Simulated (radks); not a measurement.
Co3+, configuration [Ar] 3d6.

All-electron calculation, Dirac Kohn-Sham, PBE, spin-unpolarised, spherical densities, finite nucleus; open shells fill j = l - 1/2 first; Fermi nuclear charge, rms radius 3.7875 fm. Program: a radial shooting solver on a logarithmic mesh with Libxc functionals.

Energy parts (Ry):
part                       energy
total                 -2781.83996
kinetic                2823.83441
electron-nucleus      -6603.02163
Hartree                1114.02806
exchange-correlation   -116.68080

Orbitals (lengths in bohr, moments of r in powers of bohr; <r^-3> diverges for s and p1/2):
orbital  occ.  eigenvalue (Ry)      <r>  <r^-3>
1s1/2       2        -560.8223  0.05619       -
2s1/2       2        -68.93556   0.2553       -
2p1/2       2        -60.17976   0.2228       -
2p3/2       4        -59.09038   0.2259   535.0
3s1/2       2        -10.33939   0.7682       -
3p1/2       2         -7.71520   0.7992       -
3p3/2       4         -7.57608   0.8083   68.82
3d3/2       4         -3.32640   0.9384   6.790
3d5/2       2         -3.31018   0.9422   6.664

The highest occupied level is 3d5/2 at -45.037 eV. The density falls to 0.001 e/bohr^3 at r = 2.72 bohr. The electron density at the nucleus is 1.723e+04 e/bohr^3.
